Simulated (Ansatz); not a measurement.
Reaction (ligand exchange at the Si–N bond): `N/C(Cl)=N/[SiH3]` + `N[SiH2]S` → `[SiH3]N[SiH2]S` + `N=C(N)Cl`

Isolated molecules relaxed with PBE0-D4/def2-TZVP in Ansatz; ΔE leaves out vibrations. CBS: MP2 limit from def2 TZ/QZ plus the TZ coupled-cluster correction, frozen cores. DFT in def2-TZVPP. B3LYP here is the variant with VWN-RPA as its local correlation; programs differ in this. Each species was taken in one conformer, which may not be the lowest.

```json
{"level": "PBE-D4", "ΔE (kJ/mol)": "-1.5", "difference from CCSD(T)/CBS": "5.2"}
{"level": "r2SCAN-D4", "ΔE (kJ/mol)": "-0.9", "difference from CCSD(T)/CBS": "5.8"}
{"level": "PBE0-D4", "ΔE (kJ/mol)": "-3.6", "difference from CCSD(T)/CBS": "3.1"}
{"level": "B3LYP-D4", "ΔE (kJ/mol)": "-1.4", "difference from CCSD(T)/CBS": "5.3"}
{"level": "ωB97X-V", "ΔE (kJ/mol)": "-5.6", "difference from CCSD(T)/CBS": "1.1"}
{"level": "ωB97M-V", "ΔE (kJ/mol)": "-5.2", "difference from CCSD(T)/CBS": "1.5"}
{"level": "B2PLYP", "ΔE (kJ/mol)": "-2.5", "difference from CCSD(T)/CBS": "4.2"}
{"level": "PBE", "ΔE (kJ/mol)": "-1.3", "difference from CCSD(T)/CBS": "5.4"}
{"level": "r2SCAN", "ΔE (kJ/mol)": "-0.7", "difference from CCSD(T)/CBS": "6.0"}
{"level": "PBE0", "ΔE (kJ/mol)": "-3.3", "difference from CCSD(T)/CBS": "3.4"}
{"level": "B3LYP", "ΔE (kJ/mol)": "-1.0", "difference from CCSD(T)/CBS": "5.7"}
{"level": "HF/def2-TZVPP", "ΔE (kJ/mol)": "-6.6", "difference from CCSD(T)/CBS": "0.1"}
{"level": "MP2/def2-TZVPP", "ΔE (kJ/mol)": "-4.1", "difference from CCSD(T)/CBS": "2.6"}
{"level": "SCS-MP2/def2-TZVPP", "ΔE (kJ/mol)": "-6.3", "difference from CCSD(T)/CBS": "0.4"}
{"level": "CCSD/def2-TZVPP", "ΔE (kJ/mol)": "-9.6", "difference from CCSD(T)/CBS": "-2.9"}
{"level": "CCSD(T)/def2-TZVPP", "ΔE (kJ/mol)": "-8.5", "difference from CCSD(T)/CBS": "-1.8"}
{"level": "HF/def2-QZVPP", "ΔE (kJ/mol)": "-6.8", "difference from CCSD(T)/CBS": "-0.1"}
{"level": "MP2/def2-QZVPP", "ΔE (kJ/mol)": "-3.0", "difference from CCSD(T)/CBS": "3.7"}
{"level": "SCS-MP2/def2-QZVPP", "ΔE (kJ/mol)": "-5.3", "difference from CCSD(T)/CBS": "1.4"}
{"level": "HF/CBS(def2)", "ΔE (kJ/mol)": "-6.8", "difference from CCSD(T)/CBS": "-0.1"}
{"level": "MP2/CBS(def2)", "ΔE (kJ/mol)": "-2.2", "difference from CCSD(T)/CBS": "4.5"}
{"level": "CCSD/CBS(def2)", "ΔE (kJ/mol)": "-7.7", "difference from CCSD(T)/CBS": "-1.0"}
{"level": "CCSD(T)/CBS", "ΔE (kJ/mol)": "-6.7", "difference from CCSD(T)/CBS": "0"}
```

Largest T1 diagnostic among the species: 0.013.

CCSD(T)/CBS has its own doubt, a few kJ/mol and more with outer-core shells, so smaller differences from it don't rank the levels.
